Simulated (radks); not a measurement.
Task: Species: the vanadium ion V+. Configuration: [Ar] 3d4. All-electron calculation, scalar-relativistic Kohn-Sham, XLYP, spin-polarised, spherical densities, finite nucleus; open shells are filled with parallel spins first; Fermi nuclear charge, rms radius 3.6002 fm. Program: a radial shooting solver on a logarithmic mesh with Libxc functionals. Some entries of the table are withheld. Estimate them.

orbital,occ.,eigenvalue (eV),<1/r> (bohr^-1)
1s down,1,-5370.233,22.84
1s up,1,-5370.216,22.84
2s up,1,-604.8085,4.796
2s down,1,-603.7330,4.802
2p up,3,(1),4.700
2p down,3,(2),4.706
3s up,1,(3),1.477
3s down,1,(4),1.473
3p up,3,-47.9297,(5)
3p down,3,-44.7175,(6)
3d up,4,-9.7289,0.9163

Result: 
(1) 2p up eigenvalue (eV): -505.4455
(2) 2p down eigenvalue (eV): -504.6164
(3) 3s up eigenvalue (eV): -73.8899
(4) 3s down eigenvalue (eV): -70.5996
(5) 3p up <1/r> (bohr^-1): 1.338
(6) 3p down <1/r> (bohr^-1): 1.331
